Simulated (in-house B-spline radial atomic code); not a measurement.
## Binding energies in Si³⁺

NIST's tabulated ground configuration is [Ne] 3s1; each binding energy is the energy of the ion with one electron taken from that subshell, relaxed, less that of the parent. Method: Dirac-Hartree-Fock, average of configuration, Fermi nucleus of rms radius 3.1224 fm. Calculated with a radial B-spline atomic code at the basis-set limit. Energies include first-order Breit, QED and recoil terms.

| subshell | X-ray name | binding energy (eV) | -ε (eV) | relaxation (eV) |
| --- | --- | --- | --- | --- |
| 2p1/2 | L2 | 148.4 | 152.5 | 4.0 |
| 2p3/2 | L3 | 147.8 | 151.8 | 4.0 |
| 3s | M1 | 44.73 | 44.76 | 0.03 |

Relaxation = -ε minus the binding energy without Breit, QED and recoil terms.

Emission lines follow as differences of binding energies, with λ = 12398.42 eV·Å / E:

| line | holes | energy (eV) | wavelength (Å) |
| --- | --- | --- | --- |
| L3-M1 | 2p3/2 → 3s | 103.1 | 120.29 |
